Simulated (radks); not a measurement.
Task: These are the eigenvalues of the occupied orbitals of an atom or ion with whole-number occupations (Ry). Calculated with a radial shooting solver on a logarithmic mesh with Libxc functionals: scalar-relativistic Kohn-Sham, Slater X-alpha with alpha = 0.623, spin-unpolarised, spherical densities, point nucleus.

| orbital | eigenvalue |
|---|---|
| 1s | -5588.779 |
| 2s | -978.0982 |
| 2p | -849.9723 |
| 3s | -229.4426 |
| 3p | -192.0020 |
| 3d | -150.7279 |
| 4s | -49.71250 |
| 4p | -37.43830 |
| 4d | -22.37314 |
| 5s | -8.32968 |
| 4f | -5.63192 |
| 5p | -5.15591 |
| 5d | -1.65828 |

Which element is it, and in what charge state? The configuration may be excited.

Result: Z = 77, iridium, charge +2: Ir2+ in [Xe] 4f14 5d7. The list shows which subshells hold electrons but not how many an open one holds; the 1s level, -2794.4 hartree, gives Z - s = 74.8 by -(Z - s)^2/2, which with screening and relativity narrows Z to a few neighbours, and the depths of the outer levels then fix element, charge and occupations together.
